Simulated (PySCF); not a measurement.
A geometry optimisation, as run on `CC(C)(C)[SiH2]P`.

Method: PBE0-D3(BJ)/def2-SVP geometry optimisation, gas phase in PySCF.

Input of the driver that calls PySCF (job settings, then Cartesian coordinates in Å, the GFN2-xTB start):

```
{"job": {"xc": "PBE0", "basis": "def2-SVP", "d3": "d3bj", "grid": 1, "kind": "geom"}, "charge": 0, "multiplicity": 1}
C     -0.5930    -1.3841    -0.5134
C     -0.5206     0.0560    -0.0061
C     -0.7625     0.0607     1.5030
C     -1.5980     0.8907    -0.6936
Si     1.2162     0.7871    -0.3739
P      2.7095    -0.5205     0.6688
H      0.1719    -1.9954    -0.0340
H     -0.4432    -1.4272    -1.5909
H     -1.5653    -1.8222    -0.2885
H     -0.7673     1.0771     1.8919
H     -1.7230    -0.3976     1.7382
H      0.0172    -0.5004     2.0179
H     -2.5879     0.4889    -0.4788
H     -1.5665     1.9212    -0.3475
H     -1.4587     0.8922    -1.7723
H      1.4284     0.8718    -1.8276
H      1.3335     2.1402     0.1856
H      3.7989     0.2508     0.3118
H      2.9006    -1.3801    -0.3981
```

Output:

```
step   0  E = -790.35350498  max force = 0.022209
step   1  E = -790.35774839  max force = 0.004001
step   2  E = -790.35789557  max force = 0.000717
step   3  E = -790.35791272  max force = 0.000355
step   4  E = -790.35792745  max force = 0.000569
step   5  E = -790.35793695  max force = 0.000369
optimisation converged
```

Energies are in Eh and forces in Eh/bohr. The run used 157 basis functions and 36 SCF iterations in all.

Rough CPU time on one thread of a shared machine: about 2.6 min.

Problem. How much energy does the optimisation gain, and how much of it in the first step?

Solution. 2.8 kcal/mol (121 meV) from step 0 to step 5; the first step changes the energy by -2.7 kcal/mol. The largest force component goes from 0.0222 to 0.00037 Eh/bohr.

Final geometry (Å):

```
atom  x, y, z in Å
C1    -0.400   -1.314   -0.550
C2    -0.347    0.126   -0.033
C3    -0.614    0.153    1.474
C4    -1.381    0.985   -0.767
Si5    1.382    0.852   -0.380
P6     2.965   -0.424    0.638
H7     0.324   -1.963   -0.031
H8    -0.191   -1.371   -1.631
H9    -1.403   -1.744   -0.384
H10   -0.598    1.180    1.873
H11   -1.609   -0.273    1.693
H12    0.130   -0.436    2.033
H13   -2.399    0.598   -0.587
H14   -1.361    2.032   -0.423
H15   -1.215    0.985   -1.856
H16    1.603    0.947   -1.859
H17    1.489    2.227    0.204
H18    4.045    0.393    0.183
H19    3.081   -1.340   -0.451
```

Point group not settled. No PBE0-D3(BJ)/def2-SVP frequencies stand behind this structure, so it isn't proved a minimum. After the best overlay, start and end differ by 0.06 Å (root mean square over atoms).

Bond lengths before and after (atoms numbered from 1 in input order):

```tsv
bond	start (Å)	end (Å)	change (Å)
C1–C2	1.529	1.531	+0.002
C2–C3	1.528	1.530	+0.002
C2–C4	1.526	1.532	+0.006
C2–Si5	1.920	1.907	-0.013
Si5–P6	2.242	2.273	+0.031
C1–H7	1.090	1.102	+0.012
C1–H8	1.089	1.102	+0.013
C1–H9	1.090	1.104	+0.014
C3–H10	1.088	1.102	+0.014
C3–H11	1.090	1.104	+0.014
C3–H12	1.090	1.102	+0.012
C4–H13	1.090	1.105	+0.015
C4–H14	1.088	1.102	+0.014
C4–H15	1.088	1.102	+0.014
Si5–H16	1.472	1.499	+0.027
Si5–H17	1.469	1.498	+0.029
P6–H18	1.382	1.428	+0.046
P6–H19	1.383	1.428	+0.045
```
